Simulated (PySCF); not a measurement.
BI3.
SMILES with atom numbers: `[I:1][B:2]([I:3])[I:4]`

A GFN2-xTB structure was refined with PySCF 2.14.0, PBE0-D3(BJ)/def2-SVP geometry optimisation, gas phase, def2 core potentials past Kr. Its GFN2-xTB values:

| coordinate | GFN2-xTB |
| --- | --- |
| I1–B2 | 2.097 Å |
| B2–I3 | 2.093 Å |
| I1–B2–I3 | 119.0° |

Task: How do these coordinates change at the PBE0-D3(BJ)/def2-SVP level?

Result: 
```json
{"coordinate": "B2–I3", "PBE0-D3(BJ)/def2-SVP (Å or °)": "2.119", "change": "+0.026"}
{"coordinate": "I1–B2", "PBE0-D3(BJ)/def2-SVP (Å or °)": "2.118", "change": "+0.021"}
{"coordinate": "I1–B2–I3", "PBE0-D3(BJ)/def2-SVP (Å or °)": "120.0", "change": "+1.0"}
```

The energy falls by 1.5 kJ/mol over 4 energy and gradient evaluations, the largest force component goes from 0.0092 to 3.0e-04 Eh/bohr, and the atoms move by 0.027 Å rms after alignment. The bond that changes most is B2–I3 (ends: three-coordinate boron; iodine bonded to B), which lengthens by 0.026 Å. Bonds longer at the end by more than 0.005 Å: 2 of 3; shorter: 0. Rotational constants go from 616.0, 587.2, 300.6 to 592.1, 591.2, 295.8 MHz.

The run used 92 basis functions and 29 SCF cycles in all.

Not checked by PBE0-D3(BJ)/def2-SVP frequencies.
